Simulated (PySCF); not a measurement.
Spectra and structures to be paired. Level of theory: TDDFT PBE0/def2-SVPD, vertical, gas phase, core orbitals frozen in the response in PySCF. Geometries: PBE0-D3(BJ)/def2-SVP; one conformer of each isolated species. Triplets are in the Tamm–Dancoff approximation. Relativistic effects are left out although some hold elements past zinc.

A. `O=CO[C@H]1CO1`
B. `CC(=O)OC=O`
C. `CCC[SeH]`
D. `[SiH3]Cc1ccccn1`
E. `COCCOC(=O)OCF`

Lowest singlet levels (six at most, fewer where fewer were computed) with oscillator strengths:

1. 245 nm (f 0.002); 218 nm (f 0.000); 180 nm (f 0.000); 170 nm (f 0.041); 162 nm (f 0.056); 158 nm (f 0.070); T1 4.54 eV
2. 256 nm (f 0.004); 222 nm (f 0.034); 191 nm (f 0.019); 189 nm (f 0.004); 183 nm (f 0.023); 167 nm (f 0.077); T1 4.39 eV
3. 255 nm (f 0.005); 239 nm (f 0.001); 234 nm (f 0.074); 207 nm (f 0.185); 185 nm (f 0.006); 178 nm (f 0.052); T1 4.10 eV
4. 176 nm (f 0.001); 173 nm (f 0.018); 166 nm (f 0.007); 163 nm (f 0.001); 154 nm (f 0.019); 150 nm (f 0.010); T1 6.60 eV
5. 212 nm (f 0.002); 176 nm (f 0.039); 161 nm (f 0.093); 150 nm (f 0.017); 148 nm (f 0.008); 147 nm (f 0.006); T1 5.25 eV

Question: Match each spectrum to its molecule.

Answer: 1 = B, 2 = C, 3 = D, 4 = E, 5 = A.
- A: S1 at 5.85 eV, HOMO-1→LUMO (51%), HOMO→LUMO (41%); Löwdin shares by element: HOMO oxygen 75%, carbon 6% or more (atoms not listed hold the other 19%); LUMO oxygen 45% or more, carbon 42% or more, hydrogen 8% or more; HOMO -8.59 and LUMO -0.48 eV.
- B: S1 at 5.06 eV, HOMO→LUMO (94%); Löwdin shares by element: HOMO oxygen 75%, carbon 7% or more (atoms not listed hold the other 18%); LUMO carbon 43% or more, oxygen 37% or more (atoms not listed hold the other 21%); HOMO -8.37 and LUMO -1.27 eV.
- C: S1 at 4.84 eV, HOMO→LUMO (95%); Löwdin shares by element: HOMO selenium 78%, carbon 10% or more, hydrogen 6% or more; LUMO selenium 54%, carbon 15% or more, hydrogen 13% or more (atoms not listed hold the other 17%); HOMO -6.47 and LUMO -0.09 eV.
- D: S1 at 4.87 eV, HOMO-1→LUMO (92%); Löwdin shares by element: HOMO carbon 64% or more (atoms not listed hold the other 36%); LUMO carbon 48% or more, nitrogen 22% (atoms not listed hold the other 31%); HOMO -7.20 and LUMO -0.85 eV.
- E: S1 at 7.05 eV, HOMO-1→LUMO (56%), HOMO→LUMO (16%), HOMO-1→LUMO+1 (10%); Löwdin shares by element: HOMO oxygen 57% or more, carbon 21% or more, hydrogen 5% or more (atoms not listed hold the other 17%); LUMO oxygen 42% or more, carbon 30% or more (atoms not listed hold the other 29%); HOMO -7.79 and LUMO 0.41 eV.
C and D have S1 within 0.03 eV of each other; their strongest listed levels stand at 7.44 eV (f 0.077) and 6.00 eV (f 0.185).
